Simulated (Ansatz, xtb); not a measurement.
# CBF2Ga: which of two structures lies lower

We compare I, `FB=[C](F)[Ga]`, a singlet, with II, a triplet given by its coordinates. Both are isolated molecules in the gas phase, relaxed with PBE0-D3(BJ)/def2-SVP.

I (Å):

```yaml
atoms:
  - { symbol: C, position_ang: [-2.6939, -0.5251, 1.4374] }
  - { symbol: B, position_ang: [-2.8705, -0.2230, 0.1021] }
  - { symbol: F, position_ang: [-3.1659, 0.4158, -0.9837] }
  - { symbol: F, position_ang: [-2.2606, -1.5606, 2.1797] }
  - { symbol: Ga, position_ang: [-3.2442, 1.0426, 2.6488] }
```

II (Å):

```xyz
5

C    -0.9721   -0.5715   -0.8560
B    -2.2602   -0.8082   -1.2897
F    -3.4432   -1.0736   -1.7117
F     0.9857    1.3656    0.5727
Ga    0.8000   -0.1956   -0.2345
```

Close contacts (Å): C1–B2 1.38, C1–Ga5 1.92, B2–F3 1.28, F4–Ga5 1.77.

**Question.** Estimate which is lower in electronic energy at CCSD(T)/def2-SVP + ΔMP2/def2-TZVPP, and by roughly how much.

**Answer.** The CCSD(T)/def2-SVP + ΔMP2/def2-TZVPP calculation puts structure I lower, by 18.4 kJ/mol.

How the difference moves with the method:

| level | geometry | E(II) − E(I) (kJ/mol) | departure from the last row (kJ/mol) | job, with rough time for the two |
| --- | --- | --- | --- | --- |
| PBE0-D3(BJ)/def2-SVP | PBE0-D3(BJ)/def2-SVP | +30.5 | +12.1 | optimisation, 2.1 min |
| HF/def2-SVP | PBE0-D3(BJ)/def2-SVP | −90.9 | −109.3 | part of the CCSD(T) run |
| MP2/def2-SVP | PBE0-D3(BJ)/def2-SVP | −2.3 | −20.7 | part of the CCSD(T) run |
| CCSD(T)/def2-SVP | PBE0-D3(BJ)/def2-SVP | +13.3 | −5.1 | single point |
| CCSD(T)/def2-SVP + ΔMP2/def2-TZVPP | PBE0-D3(BJ)/def2-SVP | +18.4 |  | single point, 1.8 min |

HF/def2-SVP, MP2/def2-SVP put the two in the other order. The largest departure from CCSD(T)/def2-SVP + ΔMP2/def2-TZVPP is that of HF/def2-SVP, 109.3 kJ/mol. Levels run at GFN2-xTB geometries aren't shown. The last row adds to CCSD(T) the change of the MP2 difference between the two basis sets, here +5.1 kJ/mol. The triplet state of II needn't be its ground state.

With harmonic frequencies from PBE0-D3(BJ)/def2-SVP (ideal gas, rigid rotor, one conformer each, 298.15 K, 1 atm): the zero-point term adds −2.0 kJ/mol; ΔH is +16.9 and ΔG +13.2 kJ/mol.

Open shells are spin-unrestricted. The correlated steps freeze 13 core orbitals; the filled d shell of Ga is correlated, in a basis made for valence electrons. ΔG holds the spin degeneracy. Programs: Ansatz 0.2.0; the last row on 1 thread of Arm Neoverse V1 on a shared host.
